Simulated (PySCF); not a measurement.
# A small calculation by hand: chemical shift, span and skew from a shielding tensor

CBr2ClF, SMILES FC(Cl)(Br)Br. Atoms are numbered in the order given.

```xyz
5

F     -1.6671    -0.5943     0.0000
C     -0.3484    -0.4142     0.0000
Cl     0.4531    -1.9981     0.0000
Br     0.1342     0.5972    -1.6086
Br     0.1342     0.5972     1.6086
```
Charge 0, spin multiplicity 1.

Geometry: B3LYP-D3(BJ)/def2-SVP.

GIAO shieldings from HF/pcSseg-1 run with PySCF, non-relativistic, no solvent. The symmetric part of the tensor of C2 has the principal values 55.6, 63.6, 64.2 ppm. The same nucleus in TMS has σ = 192.6 ppm at this level (PySCF, at its B3LYP-D3(BJ)/def2-TZVP geometry). Without spin–orbit terms, shifts of atoms bonded to Cl or Br come out too high.

Task: Work out the isotropic shielding, the ¹³C shift against TMS, the span and the skew.

Result: 
σ(iso) = (σ11 + σ22 + σ33)/3 = 61.1 ppm. δ = σ(ref) − σ(iso) = 192.6 − (61.1) = 131.5 ppm.
Span Ω = σ33 − σ11 = 8.6 ppm. Skew κ = 3(σ(iso) − σ22)/Ω = -0.86. Tumbling in solution averages the tensor to δ; in a static solid the shielding alone would spread this spin-1/2 line over Ω.
